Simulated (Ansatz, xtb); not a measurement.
## Relative energy of two isomers of C7H8O

Structure a: `C#C/C=C/C(=C)OC`, a singlet. Structure b: `C#C/C=C\C(=C)OC`, a singlet. Both are isolated molecules in the gas phase, relaxed with PBE-D3(BJ)/def2-SVP; the shapes shown needn't be the lowest conformers.

a (Å):

```xyz
16

C     1.3091   -3.6413   -1.1535
C     0.5894   -2.6994   -0.8318
C    -0.2586   -1.6366   -0.4355
C    -0.2045   -0.3748   -0.9504
C    -1.0850    0.7126   -0.5329
C    -0.9958    1.9603   -1.0755
C    -2.8777    1.3104    0.9124
O    -1.9727    0.3374    0.4301
H     1.9458   -4.4657   -1.4408
H    -1.0119   -1.8487    0.3430
H     0.5347   -0.1291   -1.7277
H    -0.2400    2.1507   -1.8481
H    -1.6444    2.7943   -0.7802
H    -3.5021    0.8114    1.6764
H    -2.3456    2.1700    1.3789
H    -3.5332    1.6990    0.1006
```

b (Å):

```xyz
16

C    -2.9039   -2.7614   -2.1888
C    -1.7454   -2.3745   -2.3182
C    -0.3956   -2.0280   -2.5796
C     0.3891   -1.0973   -1.9591
C     0.0339   -0.2108   -0.8547
C     0.9364    0.6738   -0.3383
C    -1.6921    0.4434    0.6418
O    -1.2434   -0.3664   -0.4244
H    -3.9275   -3.0760   -2.0453
H     0.0739   -2.5978   -3.4015
H     1.4217   -0.9858   -2.3219
H     0.7034    1.3538    0.4904
H     1.9470    0.7165   -0.7640
H    -2.7438    0.1596    0.8309
H    -1.6445    1.5258    0.3839
H    -1.0942    0.2742    1.5660
```

Task: Which of the two would you expect CCSD(T)/def2-SVP + ΔMP2/def2-TZVPP electronic energies to favour?

Result: Structure a; the calculation gives E(b) − E(a) = +2.9 kcal/mol.

The same difference at several levels:

| level | geometry | E(b) − E(a) (kcal/mol) | departure from the last row (kcal/mol) | job, with rough time for the two |
| --- | --- | --- | --- | --- |
| GFN2-xTB | GFN2-xTB | +1.8 | −1.1 | optimisation, 0.15 s |
| HF/STO-3G | GFN2-xTB | +2.8 | 0.0 | single point, 0.52 s |
| r2SCAN-D4/def2-SVP | GFN2-xTB | +3.2 | +0.3 | single point, 5 s |
| PBE-D3(BJ)/def2-SVP | PBE-D3(BJ)/def2-SVP | +2.5 | −0.4 | optimisation, 34 s |
| HF/def2-SVP | PBE-D3(BJ)/def2-SVP | +4.1 | +1.3 | part of the CCSD(T) run |
| MP2/def2-SVP | PBE-D3(BJ)/def2-SVP | +3.1 | +0.2 | part of the CCSD(T) run |
| CCSD(T)/def2-SVP | PBE-D3(BJ)/def2-SVP | +3.2 | +0.3 | single point |
| CCSD(T)/def2-SVP + ΔMP2/def2-TZVPP | PBE-D3(BJ)/def2-SVP | +2.9 |  | single point, 3 min |

As drawn, both hold the same kinds of bond in the same numbers.

None of the levels shown reverses the order. The largest departure from CCSD(T)/def2-SVP + ΔMP2/def2-TZVPP is that of HF/def2-SVP, 1.3 kcal/mol. The last row adds to CCSD(T) the change of the MP2 difference between the two basis sets, here −0.3 kcal/mol.

With thermal terms from frequencies at re-optimised GFN2-xTB minima (ideal gas, soft modes damped towards free rotors, one conformer each, 298.15 K, 1 atm): the zero-point term adds +0.1 kcal/mol; ΔH is +2.9 and ΔG +3.1 kcal/mol.

The correlated steps freeze 8 core orbitals. Programs: Ansatz 0.2.0, xtb 6.7.1; the last row on 2 threads of Arm Neoverse V2 on a shared host.
